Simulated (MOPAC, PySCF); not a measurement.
H₁₀Si₃Sn, SMILES `[SiH3][SnH]([SiH3])[SiH3]`, neutral singlet in the gas phase. 

Cartesian coordinates (Å):
```xyz
14

Si     2.4238     0.1954     0.0685
Sn    -0.0262     0.1102    -0.7135
Si    -1.0286    -2.1976    -0.1739
Si    -1.3792     1.9431     0.4831
H      3.2320    -0.8720    -0.5969
H      2.4780    -0.0190     1.5473
H      3.0354     1.5236    -0.2425
H     -0.0902     0.3745    -2.4111
H     -2.4645    -2.2628    -0.5856
H     -0.2776    -3.2805    -0.8801
H     -0.9439    -2.4412     1.2988
H     -1.3399     1.7049     1.9585
H     -2.8055     1.9266     0.0361
H     -0.8053     3.2948     0.2040
```
Charge 0, multiplicity 1.

All levels are single points at this geometry (r2SCAN-D4/def2-SVP); Pople sets use spherical d functions. Orbital energies aren't observables, and empty levels follow the basis.

r2SCAN-D4/def2-TZVP in PySCF gives dipole (D) = 0.02.

Question: Estimate the dipole (D) from each of these levels: PBE-D3(BJ)/def2-TZVP in PySCF; B3LYP/6-311+G** (LANL2DZ on Sn) in PySCF; B3LYP/6-31G* (LANL2DZ on Sn) in PySCF; B3LYP/LANL2DZ in PySCF; PBE/6-31G* (LANL2DZ on Sn) in PySCF; SVWN5/6-31G* (LANL2DZ on Sn) in PySCF; HF/6-31G* (LANL2DZ on Sn) in PySCF; AM1 in MOPAC.

Answer: 
| level | dipole (D) |
|---|---|
| PBE-D3(BJ)/def2-TZVP in PySCF | 0.00 |
| B3LYP/6-311+G** (LANL2DZ on Sn) in PySCF | 0.05 |
| B3LYP/6-31G* (LANL2DZ on Sn) in PySCF | 0.05 |
| B3LYP/LANL2DZ in PySCF | 0.14 |
| PBE/6-31G* (LANL2DZ on Sn) in PySCF | 0.07 |
| SVWN5/6-31G* (LANL2DZ on Sn) in PySCF | 0.07 |
| HF/6-31G* (LANL2DZ on Sn) in PySCF | 0.09 |
| AM1 in MOPAC | 1.71 |
